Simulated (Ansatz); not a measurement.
The cluster H4W2⁻, relaxed as a quartet with UKS r2SCAN-D4/def2-TZVPD in Ansatz, starting from the r2SCAN-D4/def2-TZVPD geometry of the charge -1 doublet. Force threshold 0.02 eV/Å.

In the def2 sets W takes a core potential; there is no spin–orbit coupling. The highest occupied level of the charge -1 quartet lies above zero (up to 0.53 eV). It is a level of α spin, whose loss leaves a triplet; that state wasn't run at this geometry and level. The electron is either unbound and held by the finite basis, or the level is raised by self-interaction error. The relaxation made no stability test and no search for a lower SCF solution. At r2SCAN-D4/def2-TZVPD a doublet of charge -1 lies 0.51 eV below the quartet, each at its own geometry. That doublet is doubtful there (⟨S²⟩ 1.59, where a pure state has 0.75). Another isomer (doublet) lies 0.15 eV lower at PBE-D4/def2-TZVPD.

Start:

Cartesian coordinates in Å:
```
W -0.066 0.681 -1.062
W -0.358 -0.744 0.614
H -1.105 0.040 2.082
H 1.542 0.204 -1.573
H -0.398 2.133 -0.157
H 0.385 -2.313 0.095
```

Q: Estimate the energy that the relaxation releases and the steps that it takes.

A: 4.1 kJ/mol, in 10 steps; 29 s on 4 threads of Arm Neoverse V2 on a shared host. No frequencies were taken in this run, so the end may be a saddle point.

Q: Does the start keep its bonding?

A: By distances, no bond broke or formed. The bond that changes most is W1–W2, from 2.22 to 2.26 Å (atoms count from 1).

Q: Predict the relaxed structure.

A: 
```xyz
6

W    -0.071    0.667   -1.096
W    -0.223   -0.710    0.697
H    -1.161    0.020    2.069
H     1.553    0.253   -1.597
H    -0.396    2.094   -0.160
H     0.299   -2.323    0.087
```
Bond lengths (bridged metal pairs left out): 1 × W–W 2.26 Å; 4 × H–W 1.74 to 1.82 Å.
